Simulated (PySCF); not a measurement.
# Zirconium: highly charged ions in a basis for the neutral atom

Zr¹⁰⁺ [Ar] 3d10 4s2, Zr¹¹⁺ [Ar] 3d10 4s1. Computed with PySCF 2.14 in aug-cc-pVDZ-PP with ECP28MDF (5s5p4d2f, 54 functions), with a scalar-relativistic core potential. No spin-orbit coupling, so a gap to NIST mixes the basis error with missing relativistic terms.

Changed run: basis of the neutral atom used for a highly charged ion. This setting is unsound on purpose.

```csv
species,method,sound run (hartree),changed run (hartree),converged
Zr¹⁰⁺,UHF,not run,-16.29295,yes
Zr¹⁰⁺,PBE0,not run,-16.37593,yes
Zr¹⁰⁺,M06-L,not run,-16.41178,yes
Zr¹¹⁺,UHF,not run,-8.53861,yes
Zr¹¹⁺,PBE0,not run,-8.56461,yes
Zr¹¹⁺,M06-L,not run,-8.59266,yes
```

Ionisation energy of Zr¹⁰⁺:

| method | changed run (eV) | NIST (eV) |
| --- | --- | --- |
| UHF | 211.01 | 214.9 ± 0.4 |
| PBE0 | 212.56 | 214.9 ± 0.4 |
| M06-L | 212.77 | 214.9 ± 0.4 |

The contracted functions were made for the neutral atom and can be too rigid for a highly charged ion.
